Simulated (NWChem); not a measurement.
The numbers come from NWChem runs, not from measurements. System: ClGa, charge 0, spin multiplicity 1, at a geometry optimised with PBE/def2-SVP. The structure started from a generated list of species. Level: PBE/def2-TZVPP.

Part of the output:

```
             Northwest Computational Chemistry Package (NWChem) 7.3.0
             --------------------------------------------------------

                                NWChem Input Module
                                -------------------

 Scaling coordinates for geometry "geometry" by  1.889725989
 (inverse scale =  0.529177249)

 Turning off AUTOSYM since
 SYMMETRY directive was detected!

                             Geometry "geometry" -> ""
                             -------------------------

 Output coordinates in angstroms (scale by  1.889725989 to convert to a.u.)

  No.       Tag          Charge          X              Y              Z
 ---- ---------------- ---------- -------------- -------------- --------------
    1 Ga                  31.0000     0.00000000     0.00000000    -0.79123800
    2 Cl                  17.0000     0.00000000     0.00000000     1.44284600

 Effective nuclear repulsion energy (a.u.)     124.8280772893

            Nuclear Dipole moment (a.u.)
            ----------------------------
        X                 Y               Z
 ---------------- ---------------- ----------------
     0.0000000000     0.0000000000     0.0000075589

      Symmetry information
      --------------------

 Group name             C2v
 Group number             16
 Group order               4
 No. of unique centers     2

      Symmetry unique atoms

     1    2


 Summary of "ao basis" -> "" (spherical)
 ------------------------------------------------------------------------------
       Tag                 Description            Shells   Functions and Types
 ---------------- ------------------------------  ------  ---------------------
 *                         def2-tzvpp                 on all atoms

  pbe96 is a nonlocal functional; adding pw91lda local functional.

                                 NWChem DFT Module
                                 -----------------

 Summary of "ao basis" -> "ao basis" (spherical)
 ------------------------------------------------------------------------------
       Tag                 Description            Shells   Functions and Types
 ---------------- ------------------------------  ------  ---------------------
 Ga                        def2-tzvpp               16       48   6s5p4d1f
 Cl                        def2-tzvpp               14       42   5s5p3d1f

 Summary of "ao basis" -> "ao basis" (spherical)
 ------------------------------------------------------------------------------
[...]
 Vector   23  Occ=2.000000D+00  E=-2.727097D-01  Symmetry=b2
              MO Center= -4.9D-32,  1.8D-16,  1.3D+00, r^2= 1.4D+00
   Bfn.  Coefficient  Atom+Function         Bfn.  Coefficient  Atom+Function
  ----- ------------  ---------------      ----- ------------  ---------------
    64      0.516111  2 Cl py                67      0.343119  2 Cl py
    61      0.244816  2 Cl py                55     -0.202715  2 Cl py
    17      0.103249  1 Ga py                58     -0.091761  2 Cl py
    20      0.073884  1 Ga py                23     -0.051518  1 Ga d -1
    11     -0.044520  1 Ga py

 Vector   24  Occ=2.000000D+00  E=-2.390454D-01  Symmetry=a1
              MO Center= -2.7D-15,  7.1D-16, -2.6D-01, r^2= 3.6D+00
   Bfn.  Coefficient  Atom+Function         Bfn.  Coefficient  Atom+Function
  ----- ------------  ---------------      ----- ------------  ---------------
     5      0.453753  1 Ga s                  6      0.448363  1 Ga s
    65      0.359840  2 Cl pz                68      0.272774  2 Cl pz
    18     -0.230428  1 Ga pz                 4     -0.184691  1 Ga s
    62      0.176206  2 Cl pz                 3     -0.155739  1 Ga s
    56     -0.142305  2 Cl pz                21     -0.105252  1 Ga pz

 Vector   25  Occ=0.000000D+00  E=-8.848425D-02  Symmetry=b2
              MO Center=  2.2D-31, -7.3D-16, -7.5D-01, r^2= 3.7D+00
   Bfn.  Coefficient  Atom+Function         Bfn.  Coefficient  Atom+Function
  ----- ------------  ---------------      ----- ------------  ---------------
    20      0.640842  1 Ga py                17      0.498306  1 Ga py
    11     -0.193272  1 Ga py                67     -0.191236  2 Cl py
    64     -0.148533  2 Cl py                61     -0.086455  2 Cl py
     8      0.073172  1 Ga py                55      0.062235  2 Cl py
    80     -0.041548  2 Cl d -1              14     -0.037332  1 Ga py

 Vector   26  Occ=0.000000D+00  E=-8.848425D-02  Symmetry=b1
              MO Center=  1.4D-15, -4.9D-31, -7.5D-01, r^2= 3.7D+00
   Bfn.  Coefficient  Atom+Function         Bfn.  Coefficient  Atom+Function
  ----- ------------  ---------------      ----- ------------  ---------------
    19      0.640842  1 Ga px                16      0.498306  1 Ga px
    10     -0.193272  1 Ga px                66     -0.191236  2 Cl px
    63     -0.148533  2 Cl px                60     -0.086455  2 Cl px
     7      0.073172  1 Ga px                54      0.062235  2 Cl px
    82      0.041548  2 Cl d  1              13     -0.037332  1 Ga px

 Vector   27  Occ=0.000000D+00  E=-3.992877D-03  Symmetry=a1
              MO Center= -1.6D-15, -1.6D-15, -7.6D-01, r^2= 5.3D+00
   Bfn.  Coefficient  Atom+Function         Bfn.  Coefficient  Atom+Function
  ----- ------------  ---------------      ----- ------------  ---------------
    21      0.933288  1 Ga pz                53     -0.502277  2 Cl s
    68      0.369744  2 Cl pz                18      0.360620  1 Ga pz
     5      0.267815  1 Ga s                  6      0.253156  1 Ga s
    65      0.197367  2 Cl pz                52     -0.176543  2 Cl s
    12     -0.138548  1 Ga pz                51      0.136911  2 Cl s

 center of mass
 --------------
 x =   0.00000000 y =   0.00000000 z =  -0.07424644

 moments of inertia (a.u.)
 ------------------
         413.491358097036           0.000000000000           0.000000000000
           0.000000000000         413.491358097036           0.000000000000
           0.000000000000           0.000000000000           0.000000000000

     Multipole analysis of the density
     ---------------------------------

     L   x y z        total         alpha         beta         nuclear
     -   - - -        -----         -----         ----         -------
     0   0 0 0     -0.000000    -24.000000    -24.000000     48.000000

     1   1 0 0     -0.000000     -0.000000     -0.000000      0.000000
     1   0 1 0     -0.000000     -0.000000     -0.000000      0.000000
     1   0 0 1     -0.917626     -0.458817     -0.458817      0.000008

     2   2 0 0    -20.404316    -10.202158    -10.202158      0.000000
     2   1 1 0     -0.000000     -0.000000     -0.000000      0.000000
     2   1 0 1     -0.000000     -0.000000     -0.000000      0.000000
     2   0 2 0    -20.404316    -10.202158    -10.202158      0.000000
     2   0 1 1     -0.000000     -0.000000     -0.000000      0.000000
     2   0 0 2    -23.674343   -109.681589   -109.681589    195.688834

 Task  times  cpu:        3.5s     wall:        3.5s

 Total times  cpu:        3.6s     wall:        3.6s
```

**Question.** Write an NWChem input that would produce this output.

**Answer.** This is not unique; one that fits is 
```
start mol
memory heap 200 mb stack 900 mb global 1100 mb
geometry units angstroms nocenter noautoz
  Ga     0.000000     0.000000    -0.791238
  Cl     0.000000     0.000000     1.442846
  symmetry group C2v
end
basis spherical
  * library def2-tzvpp
end
dft
  xc xpbe96 cpbe96
  semidirect memsize 60000000 filesize 0
  iterations 100
end
task dft energy
```
